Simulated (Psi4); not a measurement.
P, quartet. Base run: Psi4 with CCSD(T)/def2-SVP.

Psi4 was given this input:
```
memory 2 GB

molecule mol {
0 4
P     0.000000    0.000000    0.000000
}

set {
  basis def2-svp
  reference uhf
}

energy('ccsd(t)')
print_variables()
```

Problem. The base was run again with changes. Order these runs by total energy, lowest first: method = lccd | method = ccsd | method = mp2.5 | method = mp3 | freeze_core = on | puream = off.

Solution. puream = off (ΔE vs base (kcal/mol) -7.23), method = lccd (ΔE vs base (kcal/mol) -1.24), method = ccsd (ΔE vs base (kcal/mol) 0.76), method = mp3 (ΔE vs base (kcal/mol) 2.28), freeze_core = on (ΔE vs base (kcal/mol) 4.74), method = mp2.5 (ΔE vs base (kcal/mol) 6.69)

Open shells are given as the SCF converged; they aren't shown to be the lowest states, and a large step between rows can be another state.
